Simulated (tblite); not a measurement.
Parent: `[CH3:1][CH2:2][NH:3][SiH2:4][CH2:5][CH3:6]` with C1–C2–N3–Si4 84°, C2–N3–Si4–C5 180°, N3–Si4–C5–C6 -175°, C4H13NSi.

Computed geometry: GFN2-xTB, gas phase. One conformer each, not checked by frequencies here.

| coordinate of the parent | value |
| --- | --- |
| C1–C2 | 1.527 Å |
| C2–N3 | 1.442 Å |
| N3–Si4 | 1.717 Å |
| Si4–C5 | 1.896 Å |
| C5–C6 | 1.521 Å |
| C1–C2–N3 | 113.3° |
| C2–N3–Si4 | 122.3° |
| N3–Si4–C5 | 106.5° |
| Si4–C5–C6 | 111.5° |

Question: How does the shared frame change in `[CH3:1][CH2:2][NH:3][SiH2:4][C@@H:5]([CH3:6])[CH:7]1[CH2:8][CH2:9]1` with C1–C2–N3–Si4 -147°, C2–N3–Si4–C5 177°, N3–Si4–C5–C6 178°, Si4–C5–C7–C8 158°, C7H17NSi? Atoms pair as C1 = C1, C2 = C2, N3 = N3, Si4 = Si4, C5 = C5, C6 = C6 (parent first).

Answer: 
```csv
parent,relative,value in the relative,change
C1–C2,C1–C2,1.524 Å,-0.003
C2–N3,C2–N3,1.441 Å,-0.001
N3–Si4,N3–Si4,1.710 Å,-0.007
Si4–C5,Si4–C5,1.904 Å,+0.008
C5–C6,C5–C6,1.526 Å,+0.005
C1–C2–N3,C1–C2–N3,111.0°,-2.3
C2–N3–Si4,C2–N3–Si4,123.9°,+1.6
N3–Si4–C5,N3–Si4–C5,107.1°,+0.6
Si4–C5–C6,Si4–C5–C6,109.9°,-1.6
```

Of the parent's bonds, N3–Si4 and Si4–C5 change most and about equally (-0.007 to +0.008 Å). Bonds of the relative outside the shared frame: C5–C7 1.511, C7–C8 1.501, C8–C9 1.500, C7–C9 1.497 Å. Point group C1 → C1.
